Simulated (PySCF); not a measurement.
**Radial density of Dy⁶⁰⁺ (dysprosium, charge +60)**

r2SCAN0, [He] 2s2 2p2, high-spin 3P determinant. Calculation: PySCF 2.14, in an even-tempered Gaussian basis (15 s from 37 bohr⁻², ratio 2.5; 9 p from 48 bohr⁻², ratio 2.5; 5 d from 180 bohr⁻², ratio 2.7; 4 f from 270 bohr⁻², ratio 2.7); no relativity, point nucleus.

| r (bohr) | 4πr²ρ (e/bohr) | 4πr²(ρα − ρβ) |
| --- | --- | --- |
| 0.000345 | 0.2888 | 0.0000 |
| 0.000581 | 0.7921 | 0.0000 |
| 0.000977 | 2.127 | 0.0000 |
| 0.00164 | 5.511 | 0.0003 |
| 0.00276 | 13.44 | 0.0036 |
| 0.00465 | 29.64 | 0.0296 |
| 0.00782 | 55.08 | 0.2000 |
| 0.0131 | 76.87 | 1.1448 |
| 0.0221 | 68.02 | 5.1321 |
| 0.0372 | 40.74 | 15.5641 |
| 0.0626 | 46.09 | 24.6951 |
| 0.105 | 32.35 | 13.1756 |
| 0.177 | 3.311 | 1.1220 |
| 0.298 | 0.02221 | 0.0067 |

A non-relativistic calculation at this Z misses sizeable relativistic shifts. Spin-orbit coupling is strong in this species (close to jj coupling), so the high-spin LS determinant is a model state, not a physical level.
